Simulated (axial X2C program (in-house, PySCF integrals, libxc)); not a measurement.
TiNC⁺: the levels of the configuration d2 s0 p(π)0

Computed with an axial X2C code built on PySCF integrals: two-component X2C with atomic mean-field Coulomb and Gaunt terms, basis Ti dyall-v3z, N dyall-v3z, C dyall-v3z (cores contracted in-house). Orbitals come from Hartree–Fock averaged over the configuration Ti d2 s0 p(π)0; CI then distributes these electrons over the d, s, p(π) shells of Ti.

Ti–N–C held linear, bonds 1.969 and 1.170 Å (the second held) (near the minimum of the configuration average).

Lowest levels of this model:

| Ω | energy (cm⁻¹) | g∥ | configuration |
| --- | --- | --- | --- |
| 2 | 0 | 2.00 | 100% d2 |
| 3 | 157 | 6.00 | 100% d2 |
| 4 | 314 | 10.00 | 100% d2 |
| 0 | 1470 | 0.00 | 100% d2 |
| 1 | 1490 | 3.97 | 100% d2 |
| 0 | 2285 | 0.00 | 100% d2 |
| 0 | 2318 | 0.00 | 100% d2 |
| 1 | 2336 | 2.02 | 100% d2 |
| 2 | 2369 | 5.99 | 100% d2 |
| 1 | 3472 | 0.02 | 100% d2 |
| 2 | 3579 | 4.02 | 100% d2 |
| 3 | 3673 | 8.00 | 100% d2 |
| 0 | 9817 | 0.00 | 100% d2 |
| 1 | 10503 | 2.02 | 100% d2 |
| 0 | 11480 | 0.00 | 100% d2 |
| 1 | 11488 | 3.98 | 100% d2 |
| 4 | 12848 | 8.00 | 100% d2 |
| 2 | 14674 | 4.01 | 100% d2 |
| 3 | 16275 | 6.00 | 100% d2 |
| 0 | 16486 | 0.00 | 100% d2 |
| 0 | 16486 | 0.00 | 100% d2 |
| 1 | 16542 | 2.00 | 100% d2 |
| 2 | 16606 | 5.99 | 100% d2 |
| 2 | 19087 | 4.00 | 100% d2 |
| 0 | 22596 | 0.00 | 100% d2 |

g∥ is the magnitude of 2⟨Lz + ge Sz⟩ for the +Ω component.

Q: From Ω and g∥ of the lowest level, whose 2⟨Lz + ge Sz⟩ is positive, find ⟨Sz⟩ and ⟨Lz⟩ (ge = 2.0023).

A: Ω = ⟨Lz⟩ + ⟨Sz⟩ = 2 and ⟨Lz⟩ + ge⟨Sz⟩ = 1.000, so ⟨Sz⟩ = -1.00 and ⟨Lz⟩ = 3.00.

Occupations of the active spinors in the lowest level by ω, shell by shell in order of energy: -5/2: 0.00; -3/2: 0.00 0.00 0.00; -1/2: 0.00 0.00 0.00 0.00; 1/2: 0.01 0.99 0.00 0.00; 3/2: 1.00 0.00 0.00; 5/2: 0.00. The leading determinant has weight 0.99 among 16.

This point took 1.1 s on 1 thread of Arm Neoverse V1 (shared host).

There is no dynamic correlation: spin–orbit spacings and, for f shells, spacings inside one term are the most reliable numbers, splittings between terms come out too wide, and energies between configurations are not reliable, so the lowest level need not be the ground state of the molecule. For d shells the ligand-field splittings (σ, π, δ) and their order can be off by a thousand cm⁻¹ or more. At most 6 roots were kept for each Ω > 0 (twice that for Ω = 0) within 3.2 eV of the lowest, so higher up levels can be missing between those listed; levels with Ω > 0 are doubly degenerate and listed once, Ω = 0 levels singly. Some active spinors are only partly of the character that their shell is named for, so the shell names and counts are nominal. States that fill the shells left empty in the average are placed too high. The molecule was held linear; bending was not examined.
